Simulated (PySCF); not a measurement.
Cl2H4N2Si.

```xyz
9

N     -0.3322     1.3488     1.3564
Si     0.0000     0.0000     0.3678
N      0.3322    -1.3488     1.3564
Cl    -1.6527    -0.1570    -0.8894
Cl     1.6527     0.1570    -0.8894
H      0.3400     1.6318     2.0632
H     -0.8573     2.1346     0.9873
H     -0.3400    -1.6318     2.0632
H      0.8573    -2.1346     0.9873
```

Geometry: B3LYP-D3(BJ)/def2-SVP. One conformer was computed; it need not be the lowest.

Method: B3LYP/pcSseg-1 (PySCF). Non-relativistic, no solvent.

Computed absolute GIAO shielding of each atom: isotropic value and principal components (ppm):
| atom | σ(iso) | σ11 | σ22 | σ33 | span |
|---|---|---|---|---|---|
| N1 | 217.0 | 185.4 | 210.8 | 254.8 | 69.5 |
| Si2 | 352.4 | 326.8 | 338.5 | 391.9 | 65.1 |
| N3 | 217.0 | 185.4 | 210.8 | 254.8 | 69.5 |
| Cl4 | 827.4 | 715.5 | 743.6 | 1023.2 | 307.7 |
| Cl5 | 827.4 | 715.5 | 743.6 | 1023.2 | 307.7 |
| H6 | 30.2 | 23.4 | 26.0 | 41.3 | 17.8 |
| H7 | 30.2 | 23.3 | 27.3 | 39.9 | 16.7 |
| H8 | 30.2 | 23.4 | 26.0 | 41.3 | 17.8 |
| H9 | 30.2 | 23.3 | 27.3 | 39.9 | 16.7 |
